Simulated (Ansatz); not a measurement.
Gas-phase electronic energies from Ansatz, PBE0-D4/def2-TZVP geometries. CCSD(T)/CBS adds triple-zeta CCSD(T) − MP2 to the extrapolated MP2 energy (def2 sets, frozen cores). This one scheme is used for every species. Functionals use def2-TZVPP. For Br outer-core shells are correlated without core-valence functions, which leaves a few kJ/mol of doubt a bond. Scalar relativity is left out up to krypton. One conformer a species, not always the lowest.

Consider the ligand exchange at the Si–Br bond: `B[SiH2]Br` + `C=N` → `B[SiH2]N=C` + HBr.

`B[SiH2]Br`:

Cartesian coordinates in Å:
```
B -0.419 1.090 -0.438
Si 0.148 -0.718 0.213
Br 2.084 -0.701 1.322
H 0.207 2.087 -0.242
H -1.442 1.170 -1.054
H 0.304 -1.653 -0.933
H -0.882 -1.274 1.132
```

`C=N`:

Z-matrix (Å, degrees):
```
C
N 1 1.261
H 1 1.096 2 124.9
H 1 1.092 2 118.8 3 -180.0
H 2 1.021 1 111.0 3 -0.0
```

`B[SiH2]N=C`:

Cartesian coordinates in Å:
```
B -1.133 1.049 -1.400
Si -0.386 0.528 0.386
N 0.092 -1.152 0.448
C 1.260 -1.547 0.691
H -1.499 2.177 -1.567
H -1.238 0.289 -2.316
H -1.451 0.714 1.412
H 0.756 1.437 0.739
H 1.492 -2.619 0.702
H 2.109 -0.877 0.904
```

HBr:

Cartesian coordinates in Å:
```
Br 0.540 -0.134 -0.442
H -0.540 0.134 0.442
```

```json
{"level": "BLYP-D4", "ΔE (kJ/mol)": "51.8"}
{"level": "PBE", "ΔE (kJ/mol)": "60.3"}
{"level": "PBE0", "ΔE (kJ/mol)": "63.5"}
{"level": "r2SCAN0", "ΔE (kJ/mol)": "62.6"}
{"level": "CAM-B3LYP", "ΔE (kJ/mol)": "54.9"}
{"level": "LC-ωPBE", "ΔE (kJ/mol)": "61.8"}
{"level": "CCSD/def2-SVP", "ΔE (kJ/mol)": "58.9"}
{"level": "MP2/CBS(def2)", "ΔE (kJ/mol)": "63.4"}
```

What does CCSD(T)/CBS give? (Estimate.)

Ansatz gave: +62.2 kJ/mol. The listed levels differ from it by -10.4, -1.9, 1.3, 0.4, -7.3, -0.4, -3.3, 1.2 kJ/mol.

What do rigid-rotor, harmonic-oscillator terms from PBE0-D4/def2-TZVP frequencies (298.15 K, 1 bar) make of the CCSD(T)/CBS value? (Best estimate.)

Computed: ΔZPE = -11.7 kJ/mol, ΔH = +51.8 kJ/mol, ΔS = -21 J/(mol·K), ΔG = +58.1 kJ/mol.

Largest T1 diagnostic among the species: 0.013.

From PBE to PBE0 (25 % exact exchange), in def2-TZVPP and without D4, ΔE moves by +3.2 kJ/mol. In def2-TZVPP, CCSD(T) changes the Hartree–Fock value by −5.7 kJ/mol (the triples alone add −1.0 kJ/mol) and MP2 by −4.6 kJ/mol.
